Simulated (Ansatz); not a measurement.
CH8BGeN can be A, `CN[BH][GeH3]`, or B, `B[N](C)[GeH3]`.

Isolated molecules relaxed with PBE0-D4/def2-TZVP in Ansatz; ΔE leaves out vibrations. CCSD(T)/CBS adds triple-zeta CCSD(T) − MP2 to the extrapolated MP2 energy (def2 sets, frozen cores). Functionals use def2-TZVPP. B3LYP here is the variant with VWN-RPA as its local correlation; programs differ in this. For Ge outer-core shells are correlated without core-valence functions, which leaves a few kJ/mol of doubt a bond. Scalar relativity is left out up to krypton. Each species was taken in one conformer, which may not be the lowest.

A:

```xyz
12

C    -1.510   -0.213   -0.849
N    -0.851   -0.905    0.235
B     0.367   -0.638    0.834
Ge    1.639    0.903    0.311
H    -0.890    0.618   -1.182
H    -1.677   -0.880   -1.700
H    -2.479    0.185   -0.533
H    -1.381   -1.690    0.583
H     0.700   -1.367    1.727
H     1.903    1.818    1.525
H     3.013    0.345   -0.115
H     1.166    1.822   -0.836
```

B:

Z-matrix (Å, degrees):
```
C
N 1 1.453
H 1 1.091 2 109.7
H 1 1.095 2 111.4 3 -119.9
H 1 1.095 2 111.4 3 119.9
Ge 2 1.861 1 115.4 3 179.9
B 2 1.389 1 122.7 3 -0.1
H 6 1.540 2 108.0 1 -58.7
H 6 1.540 2 108.0 1 58.9
H 6 1.529 2 108.2 1 -179.9
H 7 1.199 2 119.5 1 -180.0
H 7 1.201 2 119.2 1 0.0
```

Problem. Which is lower in electronic energy at CCSD(T)/CBS, and by how much? (Estimate.)

Solution. Computed: B, by 0.6 kcal/mol.

Problem. Give E(B) − E(A) in kcal/mol with CCSD/def2-TZVPP, B3LYP-D4, ωB97M-V, r2SCAN-D4, CCSD(T)/def2-TZVPP, MP2/def2-TZVPP, B2PLYP. (Estimate.)

Solution. The calculation gave: CCSD/def2-TZVPP -1.6, B3LYP-D4 -0.3, ωB97M-V -0.6, r2SCAN-D4 0.7, CCSD(T)/def2-TZVPP -1.6, MP2/def2-TZVPP -3.0, B2PLYP -1.1. The order is the other way round with r2SCAN-D4.

Largest T1 diagnostic: 0.013.

From PBE to PBE0 (25 % exact exchange), in def2-TZVPP and without D4, E(B) − E(A) moves by −0.8 kcal/mol. The D4 term adds −0.7 kcal/mol with B3LYP and −0.4 kcal/mol with PBE0; it sums over pairs of atoms, weighted by their polarisabilities, and B3LYP, whose exchange is more repulsive, gets the larger term.
